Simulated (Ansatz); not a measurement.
Swapping H for F on Si: the atomisation energy

On one Si centre that keeps OH, n of the H ligands are replaced by F. The atomisation energy (no zero-point term) y in kJ/mol at CCSD(T)/CBS estimate. Shapes, held fixed at every level: PBE0-D4/def2-TZVP. Flexible molecules stand in one conformer, not always the lowest. Programs: Ansatz 0.2.0.

| molecule | n | y (kJ/mol) |
| --- | --- | --- |
| SiH3(OH) | 0 | 1943 |
| SiH2(OH)F | 1 | 2214 |
| SiH(OH)F2 | 2 | ? |
| Si(OH)F3 | 3 | 2755 |

Q: Fit y = c + s·n to the known rows and predict SiH(OH)F2.

A: 
1. Means of the 3 rows: n = 1.33333, y = 2304.0.
2. Σ(Δn)² = 4.6667, Σ(Δn·Δy) = 1263, so the slope is 1263/4.6667 = 270.64.
3. Intercept: 2304.0 − (270.64) × 1.33333 = 1943.1. The largest residual of the fit is 0.3.
4. SiH(OH)F2: 1943.1 + (270.64) × 2 = 2484 kJ/mol.

The run gave 2492 kJ/mol, so the prediction is off by -8 kJ/mol, more than the scatter of the fit. The steps per swap are +271, +278, +263 kJ/mol. The slope is the difference between a Si–F and a Si–H bond. Other levels give for SiH(OH)F2: SPW92/def2-TZVPP 2821; B2PLYP/def2-TZVPP 2445; MP2/def2-SVP 2337 kJ/mol. The CBS estimate extrapolates MP2 from def2-TZVPP and def2-QZVPP and adds CCSD(T) − MP2 in the triple-zeta set, cores frozen.
